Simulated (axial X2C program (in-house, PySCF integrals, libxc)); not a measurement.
## Worked dissociation energy of SnP⁺: PBE0, without spin–orbit coupling

All values were computed with an in-house relativistic program for diatomic molecules. Spin-free means the one-electron spin-free X2C Hamiltonian. Basis: Sn dyall-cv3z [11s12p9d4f1g], P dyall-v3z [8s7p2d1f] (cores contracted in-house); Gaussian nuclei, density fitting, unrestricted open shells. Masses: Sn 119.902 u, P 30.974 u.

Molecular state: M_S = 1, Λ = 0 (beyond evenly filled blocks: π+α, π-α).

| Quantity | Value |
| --- | --- |
| E(Sn+) (2M_S = 1, M_L = 0) | -6175.945781 hartree |
| E(P) (2M_S = 3, M_L = 0) | -341.969706 hartree |
| E(SnP⁺) at Re | -6517.999055 hartree |
| ωe | 335.2 cm⁻¹ |
| ωexe | 0.981 cm⁻¹ |

Question: Work out De and D0.

Answer: De = -6175.945781 + (-341.969706) − (-6517.999055) = 0.08357 hartree = 2.274 eV. The zero-point energy is ωe/2 − ωexe/4 = 167 cm⁻¹ = 0.021 eV, so D0 = 2.253 eV.

The state is a single determinant with fixed occupations, the lowest that a limited PBE0 search found. Dissociation energies refer to the lowest single-determinant-based atoms at the same level and basis. PBE0 can misorder states that lie within some tenths of an eV, so this need not be the ground state of the molecule. The nearest other spin-free determinant of the search, M_S = 0, Λ = 2, lies 0.86 eV up at the distance of the search. Spin-free De lacks the spin–orbit lowering of the heavy p-block atom, a tenth of an eV or more for 4p and 5p, up to an eV for 6p and one to two eV for 7p atoms, less what an open-shell molecule gains itself.

Each atomic determinant is the lowest at this level and need not be a pure term. Totals compare only within one Hamiltonian and basis.
